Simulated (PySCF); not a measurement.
AlH2, SMILES [AlH2+], charge +1. Heavy atoms are numbered as in [AlH2+:1]. Hydrogens are named by the atom that carries them.

Geometry: B3LYP-D3(BJ)/def2-TZVPD. The multiplicity is an assumed one; other spin states were not compared. The isomer is the one that the SMILES or the coordinates give; other isomers of the formula were not compared.

Level of theory: PBE/pcSseg-2 (PySCF).

GIAO shieldings, no solvent; atoms alike by connectivity are averaged. δ = σ(ref) − σ: ¹H against TMS (σ = 31.47 ppm), references at their B3LYP-D3(BJ)/def2-TZVP geometries, non-relativistic.

Computed chemical shifts:
| nucleus | atoms | count | δ (ppm) |
|---|---|---|---|
| ¹H | H on Al1 | 2 | 6.51 |
